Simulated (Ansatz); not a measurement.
System: TeF$_{2}$, net charge -1, doublet state. 
Coordinates optimised at B3LYP-D3(BJ)/def2-TZVP (Ansatz, a quantum-chemistry and plane-wave program):
```xyz
3

Te     0.0000     0.0000     0.0000
F      0.0000     0.0000     2.1067
F      0.0000     0.0000    -2.1067
```
Charge -1, spin multiplicity 2.

Basis-set convergence of Hartree-Fock and MP2 correlation energies (hartree) with Ansatz. Valence correlation only, unless marked. UHF or UKS for open shells. Spin-orbit coupling is left out. The frozen core is the preceding noble-gas configuration, with the filled d and f shells of earlier blocks. In def2 rows, elements after Kr have scalar-relativistic effective core potentials.

```json
[
 {"basis": "def2-SVPD", "functions": "81", "E(HF)": "-465.77052", "E(corr, MP2)": "-0.51399"},
 {"basis": "def2-TZVPPD", "functions": "139", "E(HF)": "___", "E(corr, MP2)": "___"}
]
```

### Question
Some entries are withheld; supply them.

### Answer

- def2-TZVPPD, E(HF): -466.01557
- def2-TZVPPD, E(corr, MP2): -0.65613
